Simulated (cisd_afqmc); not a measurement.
Input (AFQMC/CISD/cc-pV(T+d)Z; cisd_afqmc is a phaseless AFQMC code with CISD trial states that reads the integrals written by Ansatz): A basis named .json is the Basis Set Exchange file of that set.

Ansatz 0.2 input:
```python
import cisd_afqmc

open("ham.yaml", "w").write("""\
crystal:
  periodic: [false, false, false]
  atoms:
    - {symbol: C, position_ang: [1.70052822, -1.54259742, -0.77269102]}
    - {symbol: C, position_ang: [0.85960180, -0.26778019, -0.84065161]}
    - {symbol: C, position_ang: [0.01527986, -0.04840941, 0.40733375]}
    - {symbol: C, position_ang: [-1.05651495, -1.09546069, 0.63794212]}
    - {symbol: Cl, position_ang: [-0.78150738, 1.59332497, 0.29409179]}
    - {symbol: H, position_ang: [2.34981007, -1.61483784, -1.64617492]}
    - {symbol: H, position_ang: [1.08168220, -2.44029646, -0.74803031]}
    - {symbol: H, position_ang: [2.33789794, -1.54955395, 0.11483979]}
    - {symbol: H, position_ang: [1.51421758, 0.59554132, -0.97038571]}
    - {symbol: H, position_ang: [0.19919250, -0.29548050, -1.71120418]}
    - {symbol: H, position_ang: [0.66014227, 0.03252986, 1.28217137]}
    - {symbol: H, position_ang: [-0.59609886, -2.07286864, 0.79510348]}
    - {symbol: H, position_ang: [-1.65282238, -0.85542539, 1.51691207]}
    - {symbol: H, position_ang: [-1.72176561, -1.16064644, -0.22439134]}
basis:
  gaussian:
    orbitals: cc-pV_T+d_Z.json
magnetization: {spin_polarized: false}
correlation: {method: ccsd, electrons: outside_noble_gas, hamiltonian_folder: ham}
""")
rep = cisd_afqmc.ansatz("ham.yaml")
e_ccsd = rep["correlation"]["coupled_cluster"]["energy"]["hartree"]
out = cisd_afqmc.run("ham", e_ccsd, trial="CISD", walkers=1000, populations=1, threads=12, dt=0.005, steps=40, early=24, settle=10, least=100,
    cut=5e-5, rank_cut=2e-4, target=0.0007, seconds=1500, seed=4, memory=62639, gpu=True)
```

Output:

```
orbitals 276, occupied [16], factors 1556 of 1610, rank of the doubles 1022 of 4160
E(HF) = -616.296717
E(CCSD) on the cut factors = -617.255795, shift to the whole factors -0.000020
Energy of the trial state on the determinant = -617.255746
  tau behind 7.2 of longer steps, mean of the populations' last blocks
   2.0  -617.29663
   4.0  -617.29740
   6.0  -617.29905
   8.0  -617.29516
  10.0  -617.29561
  12.0  -617.30174
  14.0  -617.29512
  16.0  -617.29377
  18.0  -617.30046
  20.0  -617.29699
  22.0  -617.29683
blocks 100 (0 outliers left out), error by blocks joined: 1: 0.00043, 2: 0.00055, 4: 0.00067, 8: 0.00064
E(AFQMC/CISD) = -617.29722 +/- 0.00067
```
